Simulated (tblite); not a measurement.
C6H13NO2Si.
Structure used (GFN2-xTB), in Å, numbered top down from 1:
```xyz
23
C6H13NO2Si angstrom
C      3.067    1.045    1.033
C      2.328   -0.136    0.416
C      0.851   -0.139    0.801
C      0.097   -1.286    0.152
C     -0.179   -1.139   -1.350
Si    -1.995   -1.423   -0.839
C     -3.347   -0.077   -1.000
N     -3.275    0.935   -0.108
O     -4.210   -0.130   -1.853
O     -1.254   -1.344    0.647
H      2.995    1.016    2.118
H      4.119    1.023    0.759
H      2.643    1.985    0.686
H      2.787   -1.069    0.751
H      2.418   -0.096   -0.671
H      0.750   -0.229    1.885
H      0.385    0.802    0.498
H      0.578   -2.239    0.390
H      0.086   -0.156   -1.727
H      0.298   -1.893   -1.966
H     -2.522   -2.741   -1.178
H     -2.630    0.888    0.661
H     -3.997    1.641   -0.095
```

Computed with GFN2-xTB (tblite): harmonic, unscaled wavenumbers at the GFN2-xTB geometry, gas phase. Against measured fundamentals such values can be off by several per cent, at times by over 20. Modes of hydrogen on silicon can be 10 to 20 % off. One conformer, not necessarily the lowest.

Harmonic wavenumbers (cm⁻¹): 32.8, 38.9, 75.8, 82.7, 122.2, 132.4, 191.1, 234.1, 279.4, 326.0, 372.4, 389.2, 407.9, 443.0, 470.5, 555.2, 591.3, 624.0, 653.4, 698.9, 739.0, 761.2, 785.2, 860.5, 896.0, 926.7, 954.1, 1001.3, 1018.3, 1040.5, 1090.0, 1120.7, 1134.8, 1158.4, 1180.2, 1227.5, 1244.7, 1266.7, 1274.2, 1282.1, 1331.9, 1364.9, 1416.1, 1446.1, 1458.7, 1491.9, 1498.2, 1503.6, 1505.7, 1720.2, 2300.5, 2932.4, 2961.4, 2974.6, 2980.2, 2988.4, 3018.4, 3033.0, 3036.2, 3042.0, 3042.4, 3424.2, 3516.8.

A = 2426, B = 517.9, C = 477.1 MHz; mass 159.072 u (most abundant isotopes); point group C1, symmetry number 1.

Task: Zero-point energy?

Result: ½Σν̃ = 40836 cm⁻¹ = 488.50 kJ/mol.

Task: Entropy at 400 K, 1 bar (ideal gas, RRHO, classical rotation)?

Result: Translation 178.19, rotation 131.95, vibration 224.16: S = 534.3 J/(mol K).

Task: And Cp and H(400 K) − H(0)?

Result: Cp = 247.24 J/(mol K), of which vibrations give 213.98 (their classical limit is 63 R = 523.8); H(400 K) − H(0) = 57.76 kJ/mol without the zero-point energy, 44.46 from vibrations.

Task: Blend soft modes into free rotors: weight 1/[1 + (100 cm⁻¹/ν̃)⁴] for the oscillator and the rest for a rotor with moment μB/(μ + B), μ = h/(8π²ν), B = 10⁻⁴⁴ kg m². What vibrational entropy results?

Result: 200.31 J/(mol K) in place of 224.16, which changes −T·S at 400 K by +9.54 kJ/mol.

Task: How do the functions run with temperature in this model?

Result: 
```
T (K)  S (J/(mol K))  Cp (J/(mol K))  H − H(0) (kJ/mol)  G − H(0) (kJ/mol)  ln q(vib)
  100          321.4            93.9               6.50             -25.65       3.09
  200          402.0           144.6              18.41             -61.99       6.75
  300          470.6           197.2              35.50            -105.68      10.22
  500          594.2           290.2              84.70            -212.41      16.90
  800          751.9           379.6             186.40            -415.13      26.34
 1000          841.0           418.4             266.41            -574.61      32.14
```

q(vib) and H(0) count from the zero-point level.

Task: What must be added to the electronic energy to get the Gibbs energy at 400 K and 1 bar?

Result: ZPE + [H(400 K) − H(0)] − T·S = 488.50 + 57.76 − 213.72 = 332.54 kJ/mol.

Hindered rotation and anharmonicity are outside this model. Other conformers, if any are populated, would add a mixing term that is left out. The structure is chiral; the term R ln 2 for an equal mix with its mirror image is left out.
